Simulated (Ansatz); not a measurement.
Al13As13H30, a nanocrystal cut from zinc blende AlAs (hydrogen-capped), relaxed as a singlet with RKS r2SCAN-D4/def2-SVP in Ansatz, starting from the GFN2-xTB geometry. Force threshold 0.03 eV/Å.

Single mean-field runs in def2-SVP are fitted with def2-universal-jkfit.

Start:

Cartesian coordinates in Å:
```
Al -1.656 2.661 -0.503
Al -2.126 0.305 -3.919
Al 0.552 3.356 -4.195
Al 2.511 1.838 -0.611
Al 1.887 -0.486 -4.021
Al -4.448 -0.424 -0.192
Al -3.959 1.965 3.105
Al 0.302 1.147 2.949
Al -2.561 -1.885 3.140
Al -0.192 -0.924 -0.298
Al 3.934 -2.079 -0.404
Al 1.807 -2.745 3.030
Al 4.561 0.265 2.883
As -1.445 2.464 -2.988
As -3.694 1.754 0.629
As -4.204 -0.426 -2.698
As 0.297 1.450 0.472
As -0.274 -1.017 -2.852
As 2.120 1.761 -3.082
As 4.110 0.218 0.425
As 3.587 -1.963 -2.896
As -2.445 -1.699 0.635
As -2.020 0.462 3.582
As 2.217 -0.373 3.474
As -0.544 -3.258 3.771
As 1.641 -2.507 0.534
H -1.731 4.212 -0.248
H -2.358 0.042 -5.437
H 0.856 4.847 -3.850
H 0.437 2.973 -5.716
H 3.184 3.241 -0.378
H 1.922 -0.806 -5.545
H -5.831 -1.054 0.149
H -3.731 3.421 3.613
H -5.287 1.244 3.542
H 0.571 2.432 3.818
H -3.816 -2.610 3.709
H 4.991 -3.188 -0.126
H 2.728 -3.894 3.539
H 4.958 1.683 3.400
H 5.513 -0.932 3.246
H -2.656 3.328 -3.332
H -4.687 2.688 -0.057
H -4.819 0.954 -2.806
H -5.334 -1.009 -3.507
H -0.578 -2.534 -2.948
H 3.550 2.104 -3.493
H 5.352 0.707 -0.315
H 4.683 -0.931 -3.061
H 4.352 -2.938 -3.754
H -2.401 -3.110 -0.003
H -1.774 0.434 5.087
H 2.059 -0.318 4.992
H -0.364 -2.512 5.077
H -0.780 -4.545 4.518
H 1.037 -3.793 -0.085
```

```json
{"step": "1", "energy (eV)": "-877076.2520", "largest force component (eV/Å)": "0.898", "SCF passes": "19"}
{"step": "2", "energy (eV)": "-877077.2308", "largest force component (eV/Å)": "0.449", "SCF passes": "25"}
{"step": "3", "energy (eV)": "-877077.4848", "largest force component (eV/Å)": "0.199", "SCF passes": "20"}
{"step": "4", "energy (eV)": "-877077.6251", "largest force component (eV/Å)": "0.080", "SCF passes": "20"}
{"step": "5", "energy (eV)": "-877077.6888", "largest force component (eV/Å)": "0.114", "SCF passes": "20"}
{"step": "6", "energy (eV)": "-877077.7098", "largest force component (eV/Å)": "0.248", "SCF passes": "20"}
{"step": "7", "energy (eV)": "-877077.7435", "largest force component (eV/Å)": "0.052", "SCF passes": "19"}
{"step": "8", "energy (eV)": "-877077.7494", "largest force component (eV/Å)": "0.022", "SCF passes": "19"}
{"step": "9", "energy (eV)": "-877077.7515", "largest force component (eV/Å)": "0.032", "SCF passes": "20"}
{"step": "10", "energy (eV)": "-877077.7521", "largest force component (eV/Å)": "0.038", "SCF passes": "21"}
{"step": "11", "energy (eV)": "-877077.7526", "largest force component (eV/Å)": "0.004", "SCF passes": "22"}
```

Force components are those of the run's own axes.

End:

Cartesian coordinates in Å:
```
Al -1.5235 2.7420 -0.4142
Al -2.0596 0.3212 -3.8282
Al 0.5744 3.4291 -4.0231
Al 2.4302 1.9584 -0.5177
Al 1.8326 -0.4504 -3.9300
Al -4.3389 -0.3894 -0.1543
Al -3.8251 2.0575 3.0689
Al 0.3327 1.3048 2.8633
Al -2.5113 -1.8046 3.0723
Al -0.2228 -1.0787 -0.3468
Al 3.8499 -2.0121 -0.3681
Al 1.7853 -2.6555 2.9600
Al 4.4681 0.4155 2.8524
As -1.4967 2.5182 -2.8934
As -3.6363 1.8511 0.5555
As -4.1530 -0.3894 -2.6517
As 0.2452 1.1880 0.3821
As -0.2952 -1.1207 -2.8203
As 2.1958 1.7862 -2.9902
As 4.0898 0.3201 0.3538
As 3.5538 -1.9164 -2.8530
As -2.4067 -1.7789 0.5831
As -1.9026 0.5086 3.6166
As 2.1308 -0.2903 3.5113
As -0.5345 -3.1911 3.7365
As 1.5735 -2.5674 0.4790
H -1.2768 4.2447 0.0297
H -2.1999 0.1503 -5.3983
H 0.8783 4.8866 -3.4615
H 0.4675 3.0969 -5.5797
H 2.7977 3.4373 -0.0774
H 1.8182 -0.6462 -5.5034
H -5.7443 -0.9548 0.3142
H -3.4415 3.5399 3.5018
H -5.1759 1.3375 3.5181
H 0.6357 2.7638 3.4068
H -3.8571 -2.4163 3.6458
H 4.9553 -3.0748 0.0356
H 2.8239 -3.7390 3.4713
H 4.6998 1.9282 3.2882
H 5.4639 -0.7685 3.2414
H -2.6296 3.3945 -3.3856
H -4.7333 2.7386 0.0054
H -5.2872 0.4493 -3.1928
H -4.6151 -1.7218 -3.1963
H -0.5884 -2.5419 -3.2506
H 3.5510 2.1702 -3.5469
H 5.4131 0.7287 -0.2590
H 4.8932 -1.5672 -3.4585
H 3.4459 -3.3189 -3.4068
H -2.6766 -3.1930 0.1158
H -1.8311 0.4916 5.1293
H 2.1344 -0.2939 5.0258
H -0.5072 -3.2524 5.2459
H -0.8305 -4.6521 3.4847
H 1.2604 -3.9731 0.0132
```

By distances, no bond broke or formed. The bond that changes most is Al10–As17, from 2.54 to 2.43 Å (atoms count from 1).

The force fell under the threshold at step 8, but the optimiser went on and released 0.003 eV more. No frequencies were taken in this run, so the end may be a saddle point.

Run time 56 s (11 threads of AMD EPYC 7R13 on a shared host and a whole NVIDIA H100 80GB HBM3), peak host memory 1.6 GiB.
